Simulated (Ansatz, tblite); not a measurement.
Forces on Au2Se⁺ at its r2SCAN-D4/def2-TZVP geometry. The state is a doublet with charge 1.

In the def2 sets Au takes a core potential; there is no spin–orbit coupling. The xTB rows come from tblite. The structure comes from a short search, and lower isomers may exist.

GFN1-xTB (tblite), largest force 1.03 eV/Å:

```xyz
3
positions Å, forces eV/Å
Au    1.319    1.163   -0.372   -0.705   -0.355    0.379
Au   -0.763   -1.578   -0.398    0.150    0.770    0.389
Se   -0.556    0.415    0.770    0.555   -0.414   -0.768
```

GFN2-xTB (tblite), largest force 0.60 eV/Å:

```
Au 0.464 0.330 -0.184
Au -0.192 -0.533 -0.192
Se -0.272 0.203 0.376
```

PBE-D4/def2-TZVP (Ansatz), largest force 0.30 eV/Å:

```
Au 0.205 0.103 -0.111
Au -0.043 -0.224 -0.114
Se -0.162 0.121 0.225
```
